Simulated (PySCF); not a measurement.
Stepwise substitution at one centre (Ge F-H). Isolated molecules, 0 K electronic values unless said otherwise. Strings in code marks are SMILES.

These are PySCF with PBE-D3(BJ)/def2-TZVP // r2SCAN-D4/def2-TZVP values and carry that method's errors. All candidates: neutral, multiplicity 1. Excitations are Tamm–Dancoff values on a coarser integration grid. The basis has no diffuse functions, so Rydberg states are missing or too high.

```
Property                Value
-------------------  --------
dipole moment          0.00 D
LUMO                 -2.92 eV
S1 excitation (TDA)   7.72 eV
```

**Question.** Identify which member has these values.
A. `[F][GeH]([F])[F]`
B. `[F][GeH3]`
C. `[F][GeH2][F]`
D. `[F][Ge]([F])([F])[F]`

**Answer.** D, `[F][Ge]([F])([F])[F]`. The others give `[F][GeH2][F]`: 2.44 D, -0.90 eV, 7.69 eV; `[F][GeH3]`: 1.98 D, -1.03 eV, 7.27 eV; `[F][GeH]([F])[F]`: 2.32 D, -1.59 eV, 8.33 eV
